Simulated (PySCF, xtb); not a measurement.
Ligands exchanged one at a time, Al Br-CH3. All species are isolated molecules in the gas phase. Strings in code marks are SMILES.

Quantity: redistribution energy (mixed species minus the weighted end members), in kcal/mol.

Level 1: B3LYP/3-21G // B3LYP-D3(BJ)/def2-TZVP (PySCF)
Level 2: PBE/6-31G* // B3LYP-D3(BJ)/def2-TZVP (PySCF)
Level 3: frozen-core MP2/6-31G* // B3LYP-D3(BJ)/def2-TZVP (PySCF)
Level 4: GFN2-xTB (xtb)

| species | level 1 | level 2 | level 3 | level 4 |
|---|---|---|---|---|
| 1 of 3 Br replaced by CH3: `[CH3][Al]([Br])[Br]` | -5.93 | -5.04 | -4.95 | -4.39 |
| 2 of 3 Br replaced by CH3: `[CH3][Al]([CH3])[Br]` | -6.11 | -5.13 | -5.17 | -5.22 |
